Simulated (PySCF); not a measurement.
C₃H₅AlCl₂, SMILES C=C[CH2][Al]([Cl])[Cl] at its B3LYP/def2-SVP optimised geometry (Å):

```
11

Al    -0.0231     0.2812     0.0000
C     -1.0367    -1.3863     0.1161
C     -0.9128    -1.7868     1.5608
C     -1.7730    -1.4802     2.5439
H     -0.6224    -2.1543    -0.5563
H     -2.0847    -1.1943    -0.1661
H     -0.0023    -2.3412     1.8247
H     -2.7000    -0.9297     2.3495
H     -1.5828    -1.7823     3.5769
Cl     2.0847     0.2812     0.0000
Cl    -0.9866     2.1543     0.0000
```

Method: B3LYP/def2-TZVP run with PySCF. Cells within 0.4 Å of a nucleus heavier than hydrogen are left out (blank, or x).

Map of the log10 of the electron density (e/bohr³), floored at −4 on the plane z = 1.2 Å:

```
|0000000000000000000000000000000|
|0000000000111100000000000000000|
|0000000011222221100000000000000|
|0000000122333332210000000000000|
|0000001233444443321000000000000|
|0000002344555554321000000000000|
|0000012345666665432100000000000|
|0000012456677765432211110000000|
|0000012456677765433222222100000|
|0000012456677765543333333211000|
|0000012345666665544444444321000|
|0000012344566655544555555432100|
|0000001234455555555566665543100|
|0000011233445555555667776543200|
|0000112233445555556667776543200|
|0001223334455555555667776543200|
|0001233444556665555566666543100|
|0012344455667666555555655432100|
|0012344556778776544445544321000|
|0012345567889876544334433221000|
|0012344567899987654333222110000|
|001233456799x987654322111000000|
|0001234567899988754321000000000|
|0001233456788887754310000000000|
|0000123455677777654210000000000|
|0000012344556665543200000000000|
|0000011233444444432100000000000|
|0000000122333333221000000000000|
|0000000011112211100000000000000|
|0000000000000000000000000000000|
|0000000000000000000000000000000|
```
Scale: ten equal steps from -4.00 (start of '0') to -0.569 (end of '9'), in the order '0123456789'; x runs from -4.50 to 4.50, y from -4.50 (bottom) to 4.50 (top).
